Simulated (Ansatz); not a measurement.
## A basis-limit estimate, worked out

An elementary step of SiNH₅O₂, closed shell (SiNH₅O₂ ([NH2][SiH]([OH])[OH]) → SiH₂O₂ ([OH][Si][OH]) + NH₃ (still joined by a long Si–N bond); bonds formed: N2–H3; bonds broken: Si1–H3; bonds weakened to dative contacts: Si1–N2). “Start” is the structure reached by relaxing down from the saddle towards the reactants; PBE0-D4/def2-TZVP structures. The saddle:

Si1  (-0.746, -0.067, 0.045)
N2  (0.915, -0.901, -0.130)
H3  (-0.237, -1.602, 0.196)
O4  (-0.321, 0.999, 1.249)
O5  (-1.005, 0.767, -1.354)
H6  (1.656, -0.773, 0.552)
H7  (1.261, -1.183, -1.039)
H8  (-0.992, 1.159, 1.914)
H9  (-0.530, 1.601, -1.432)
(Å)

Computed with Ansatz 0.2.0 (basis: def2-TZVPP and def2-QZVPP); correlated methods freeze the cores.

Energies in eV:

| quantity | saddle | start |
| --- | --- | --- |
| Hartree–Fock, triple zeta (X = 3) | -13500.15359 | -13504.38477 |
| Hartree–Fock, quadruple zeta (X = 4) | -13500.70817 | -13504.93475 |
| MP2 correlation, X = 3 | -23.05155 | -22.29273 |
| MP2 correlation, X = 4 | -24.84290 | -24.07819 |
| CCSD(T) correlation, X = 3 | -24.46663 | -23.66443 |

Q: Work out the barrier at the basis limit: extrapolate Hartree–Fock as E(X) = E∞ + A exp(−7.88 √X) and the MP2 correlation as E(X) = E∞ + B X^−2.97 (the exponents that Neese and Valeev fitted for def2-TZVPP and QZVPP), then add CCSD(T) − MP2 in triple zeta.

A: Each step is linear, so take the differences first (saddle − start): Hartree–Fock 4.23118 (X = 3) and 4.22658 (X = 4); MP2 correlation -0.75882 and -0.76471; CCSD(T) correlation -0.80220.
Two points give E∞ = E(4) + w [E(4) − E(3)], with w = 1/(exp(7.88 (2 − √3)) − 1) = 0.1377 for Hartree–Fock and w = 1/((4/3)^2.97 − 1) = 0.7407 for the correlation.
Hartree–Fock: 4.22658 + 0.1377 × (-0.00460) = 4.2259 eV.
MP2 correlation: -0.76471 + 0.7407 × (-0.00589) = -0.7691 eV.
CCSD(T) − MP2: -0.80220 − (-0.75882) = -0.0434 eV.
Sum: 4.2259 + (-0.7691) + (-0.0434) = 3.4134 eV, or 78.71 kcal/mol. Plain CCSD(T) in triple zeta gives 3.4290 eV, so the larger basis shifts the result by -0.0156 eV.

The T1 diagnostic stays at or below 0.015. The restricted Hartree–Fock reference is unstable towards an unrestricted one at one or more of these structures.

Losses and insertions of silylenes and their heavier kin drive the gas-phase chemistry of silicon and germanium vapour deposition.

Labels in which every atom is bracketed show which atoms are joined, not bond orders.

For scale, one of the runs: CCSD(T)/def2-TZVPP, 205 basis functions, launched by `ansatz run in.yaml --threads 4 --pin off --events-out ev --progress --plain --max-ram 9574MiB`. The run took 48 s on 4 CPU threads of an Intel Xeon (shared host), with 2.8 GiB of host memory at its peak.
